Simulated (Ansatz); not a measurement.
`[Cl][SbH]` radical. Total charge 0; spin multiplicity 2. Sb: def2 effective core potential.

```xyz
3

Cl   -1.185   -1.214    0.004
Sb   -0.052    0.765   -0.546
H     1.237    0.449    0.542
```

Question: What are the harmonic wavenumbers in cm⁻¹ at PBE0-D4/def2-TZVP (Ansatz, finite differences of forces, unscaled)? (An estimate is asked.)

Answer: The calculation gave: 369, 635, 1940.

Question: Is this a minimum?

Answer: Yes, all 3 modes are real.

Question: Give the ideal-gas thermochemistry at 298.15 K and 1 bar (rigid rotor, harmonic oscillator; point group Cs, symmetry number 1).

Answer: Zero-point energy 17.6 kJ/mol; H(298) − E = 28.8 kJ/mol; entropy 278.8 J/(mol·K), of which translation 172.0, rotation 94.8, vibration 6.2, electronic 5.8; G(298) − E = -54.3 kJ/mol.

Question: And at 400, 500, 600, 800 and 1000 K?

Answer: 
```tsv
T (K)	H − E (kJ/mol)	S (J/mol/K)	G − E (kJ/mol)
400	33.4	292.0	-83.4
500	38.1	302.6	-113.2
600	43.0	311.5	-143.9
800	53.2	326.1	-207.7
1000	63.8	337.9	-274.1
```
